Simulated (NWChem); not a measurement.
Molecule: CH$_{7}$NSi$_{2}$; SMILES C1N[SiH2][SiH2]1

```xyz
11

C      1.2686     0.7172     0.0000
N      1.1091    -0.7355     0.0000
Si    -0.5798    -1.1676     0.0000
Si    -0.6083     1.1676     0.0000
H      1.7982     1.1047     0.8914
H      1.7982     1.1047    -0.8914
H      1.9403    -1.3164     0.0000
H     -1.0649    -1.9300    -1.1987
H     -1.0649    -1.9300     1.1987
H     -1.0743     1.9060    -1.2140
H     -1.0743     1.9060     1.2140
```
Atoms are numbered in this order, from 1.

Program: NWChem. Pople sets run with spherical d functions. All runs use the structure optimised with PBE0/def2-SVP. Total energies compare along this basis series because the functional is fixed.

| level | basis functions | energy (Ha) | highest occupied level (eV) | orbital gap (eV) | dipole (D) |
|---|---|---|---|---|---|
| Hartree-Fock/STO-3G | 35 | -666.4178 | -6.94 | 16.45 | 0.80 |
| Hartree-Fock/3-21G | 58 | -670.6339 | -9.63 | 12.82 | 0.63 |
| Hartree-Fock/6-31G* | 78 | -674.1966 | -9.82 | 13.03 | 0.67 |
| Hartree-Fock/6-31+G* | 94 | -674.2022 | -9.92 | 11.49 | 0.62 |
| Hartree-Fock/6-311G** | 130 | -674.2739 | -9.89 | 12.69 | 0.62 |
| Hartree-Fock/6-311++G** | 153 | -674.2763 | -9.92 | 11.12 | 0.55 |
